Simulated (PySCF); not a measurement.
Level of theory: PySCF with PBE-D3(BJ)/def2-TZVP // B3LYP-D3(BJ)/def2-TZVP. Isolated molecules, 0 K electronic values unless said otherwise. One relaxed conformer stands for a flexible species; it need not be the lowest. Delta-SCF ions had no search for a lower state. Excitations are Tamm–Dancoff values on a coarser integration grid. The basis has no diffuse functions, so Rydberg states are missing or too high.

Reference species (SMILES): `C(=O)(C)C#C` (neutral, multiplicity 1).

The S1–T1 gap (TDA) is 0.56 eV and the S1 excitation (TDA) is 3.65 eV. The vertical ionisation energy (Delta-SCF) comes out as 9.85 eV and the HOMO–LUMO gap comes out as 3.42 eV.

After one change: the S1–T1 gap (TDA) falls by 0.04 eV; the S1 excitation (TDA) increases by 1.92 eV; the vertical ionisation energy (Delta-SCF) decreases by 0.62 eV; the HOMO–LUMO gap rises by 1.94 eV.

Task: Which change was made? The new species is one of these.
A. `CNC(C)=O` (C–N–C–O torsion 0°)
B. `CC(=O)C#N`
C. `BC(C)=O`
D. `C[C](=O)[GeH3]`

Result: A, `CNC(C)=O` (C–N–C–O torsion 0°)
